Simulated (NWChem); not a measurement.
# CH$_{4}$AlO cation; SMILES [CH3][Al+][OH]

```xyz
7

Al     0.0169    -0.0757    -0.0043
C      0.0173     1.8272    -0.0089
H     -0.2026     2.1961     1.0058
H     -0.7525     2.1934    -0.7066
H      1.0053     2.1965    -0.3272
O      0.0112    -1.6863     0.0035
H      0.0226    -2.6424     0.0015
```
Atoms are numbered in this order, from 1.

Computed with NWChem. Geometry optimised at PBE0/def2-SVP; all other runs use it. Pople sets run with spherical d functions.

```json
[
 {"quantity": "isotropic polarisability (bohr³), static", "level": "CAM-B3LYP/def2-SVPD", "value": "?"},
 {"quantity": "first 1s excitation (eV), O K edge, unshifted", "level": "B3LYP/6-311G**, TDA", "value": "517.2"},
 {"quantity": "charge (e), Mulliken Al1", "level": "B3LYP/def2-SVP", "value": "0.98"},
 {"quantity": "highest occupied level (eV)", "level": "SCAN/def2-SVP", "value": "?"},
 {"quantity": "vertical, lowest excitation, singlet (eV)", "level": "LDA (Slater exchange, VWN5)/6-31+G*, TDA", "value": "?"},
 {"quantity": "highest harmonic frequency (cm⁻¹)", "level": "PBE0/def2-SVP", "value": "4025"}
]
```

### Question
Fill in the missing entries.

### Answer

- isotropic polarisability (bohr³), static, value: 34.2
- highest occupied level (eV), value: -14.20
- vertical, lowest excitation, singlet (eV), value: 5.95
